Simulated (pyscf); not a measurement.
A first-order saddle from PySCF, ωB97X-D3(BJ)/def2-SVP:

```xyz
8

Ge    -1.3299    -0.7428    -0.0100
Ge     0.7157     0.5330    -0.6765
H     -1.3121    -1.8869    -1.0305
H     -2.7735    -0.1982     0.0385
H     -0.9215    -1.1647     1.4033
H     -0.9086     1.0186    -0.3664
H      1.0465     1.6200     0.3807
H      0.5116     1.3192    -1.9992
```
Charge 0, spin multiplicity 1.

Surface: singlet, charge 0. Lowest wavenumbers (cm⁻¹): 492i, 77, 291, 342, 580.

Name the species on either side of this saddle.

H₃Ge–GeH₃ <-> GeH₄ + GeH₂ [singlet], a 1,1-elimination read from left to right: Ge–Ge, Ge–H broken and Ge–H formed. At CCSD(T)/def2-TZVPP + ΔMP2(QZVPP) it lies +1.90 eV from the left side and -0.20 eV from the right (each side as separated species at their lowest minima found). On the product side the descent ends in an adduct with a Ge–Ge contact, 0.47 eV under the separated species and 0.19 eV under the saddle at ωB97X-D3(BJ)/def2-TZVP. At CCSD(T) the saddle lies under the separated products, which points to a path from their complex (located at ωB97X-D3(BJ) alone), and parting the products costs more than the saddle. What is counted as broken (Ge–Ge) persists as a longer contact in the product adduct; parting that adduct is a step of its own. At ωB97X-D3(BJ) the barrier from the zero used here is 2.01 eV. This is the saddle that the search found; another between the same sides may lie lower. The CCSD(T) − MP2 part came from Ansatz, without density fitting, on the same reference. The frozen core leaves the outer d or s,p core shells of the metals and heavy elements correlated in the MP2 and CC values, and def2-TZVPP describes them poorly, which can shift differences by a few kcal/mol. Elements up to Kr have no core potential and no relativistic terms here.
